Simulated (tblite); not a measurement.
Input of a run (GFN2-xTB geometry optimisation, gas phase (tblite 0.8.0)), started from a force field or distance geometry:
```
{"job": {"kind": "relax", "xc": "GFN2-xTB", "basis": "xTB"}, "charge": 0, "multiplicity": 1}
C      3.436100    -0.829400    -1.674700
C      2.897600    -0.582400    -0.475500
C      1.536900    -0.295000    -0.141800
C      1.052900    -0.049700     1.089800
C     -0.373300     0.220500     1.207000
C     -1.050100     0.211400     0.029600
C     -2.485500     0.460200    -0.190100
C     -3.344200     0.763900     1.015400
O     -2.961500     0.411800    -1.316400
Si     0.088500    -0.170500    -1.401100
H      2.848400    -0.827500    -2.593500
H      4.485300    -1.040300    -1.769700
H      3.579700    -0.614200     0.394900
H      1.671800    -0.068800     1.989200
H     -0.816100     0.426900     2.171300
H     -4.385400     0.915700     0.695200
H     -3.334300    -0.079800     1.711000
H     -3.007100     1.667200     1.502600
H      0.306200     0.980100    -2.321800
H     -0.151200    -1.489400    -2.033200
```

Output (eV, eV/Å):
```
step      E/eV     max force
  0    -760.08924    1.191
  1    -760.14223    0.714
  2    -760.15443    0.334
  3    -760.16516    0.245
  4    -760.17108    0.246
  5    -760.17502    0.177
  6    -760.17793    0.163
  7    -760.18078    0.191
  8    -760.18400    0.201
  9    -760.18666    0.134
 10    -760.18831    0.072
 11    -760.18930    0.058
 12    -760.19002    0.060
 13    -760.19052    0.053
 14    -760.19081    0.040
 15    -760.19101    0.030
 16    -760.19121    0.036
 17    -760.19139    0.036
 18    -760.19152    0.025
 19    -760.19163    0.027
 20    -760.19174    0.028
 21    -760.19187    0.031
 22    -760.19199    0.028
 23    -760.19206    0.018
 24    -760.19211    0.015
 25    -760.19215    0.014
 26    -760.19219    0.016
 27    -760.19223    0.018
 28    -760.19227    0.020
 29    -760.19231    0.016
 30    -760.19234    0.014
 31    -760.19236    0.013
 32    -760.19239    0.016
 33    -760.19242    0.013
 34    -760.19244    0.008
```

Summarise the run.

The energy falls by 2.4 kcal/mol over 34 L-BFGS steps, the largest force on an atom goes from 1.19 to 0.008 eV/Å, and the atoms move by 0.046 Å rms after alignment. The bond that changes most is Si10–H19 (SiH2 silicon to Si–H hydrogen), which shortens by 0.029 Å. Bonds longer at the end by more than 0.005 Å: 3 of 20; shorter: 12. Among the angles that change most is C1–C2–C3, from 129.0° to 123.7°. The energy never rose by more than 1e-5 eV on the way. The first step brought 51 % of the lowering.

What are the final bond lengths?

C1=C2 1.332 Å, C2–C3 1.434 Å, C3=C4 1.357 Å, C4–C5 1.436 Å, C5=C6 1.354 Å, C6–C7 1.451 Å, C7–C8 1.512 Å, C7=O9 1.218 Å, C6–Si10 1.890 Å, C3–Si10 1.907 Å, C1–H11 1.077 Å, C1–H12 1.077 Å, C2–H13 1.085 Å, C4–H14 1.082 Å, C5–H15 1.081 Å, C8–H16 1.087 Å, C8–H17 1.088 Å, C8–H18 1.088 Å, Si10–H19 1.460 Å, Si10–H20 1.460 Å. Numbering counts from 1 in the input's order; the species is `C=CC1=CC=C(C(C)=O)[SiH2]1`.

Its GFN2-xTB frequencies are all real (lowest 40 cm⁻¹). The numbers are those of one conformer. 3 starts were optimised and ended at 0.00, 0.00 and 0.73 kcal/mol (GFN2-xTB); the lowest of these is shown.

Conformer computed: `[CH2:1]=[CH:2][C:3]1=[CH:4][CH:5]=[C:6]([C:7]([CH3:8])=[O:9])[SiH2:10]1`: C1–C2–C3–C4 180°, C5–C6–C7–C8 0°.
